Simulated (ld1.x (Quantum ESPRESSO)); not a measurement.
**Reading a pseudo-wave (As)**

Columns: radius, all-electron u(r) and pseudo u(r) of the 4p shell (level -5.19 eV) of arsenic in the configuration [Ar] 3d10 4s2 4p3; PBE, scalar-relativistic, TM semilocal scheme, ld1.x (Quantum ESPRESSO) 7.5.

```csv
r (bohr),all-electron,pseudo
0.093,0.1671,0.0028
0.185,0.0672,0.0113
0.278,-0.1279,0.0255
0.370,-0.2512,0.0453
0.463,-0.2797,0.0711
0.555,-0.2361,0.1023
0.648,-0.1496,0.1397
0.740,-0.0447,0.1822
0.833,0.0658,0.2302
0.925,0.1710,0.2818
1.018,0.2684,0.3367
1.110,0.3535,0.3919
1.203,0.4276,0.4467
1.295,0.4893,0.4975
1.388,0.5407,0.5435
1.480,0.5815,0.5822
1.573,0.6136,0.6137
1.665,0.6372,0.6372
1.758,0.6537,0.6537
1.850,0.6638,0.6638
1.943,0.6684,0.6684
2.035,0.6682,0.6682
2.128,0.6640,0.6640
2.220,0.6565,0.6565
2.313,0.6461,0.6461
2.405,0.6335,0.6335
```

(1) How many radial nodes do the two functions have?

(2) At about which radius was the pseudo-wave matched?

(3) Is the pseudo-wave norm-conserving?

Results:

(1) The all-electron 4p function has n − l − 1 = 2; the pseudo-wave has 0, since the states of the same l below it are removed with the core.

(2) 1.85 bohr. The columns agree to 0.0005 from 1.57 bohr on; several derivatives are matched, so the curves merge somewhat inside the radius.

(3) Yes: the TM semilocal scheme keeps the norm inside the radius equal to the all-electron one, which fixes the energy derivative of the logarithmic derivative at the level.
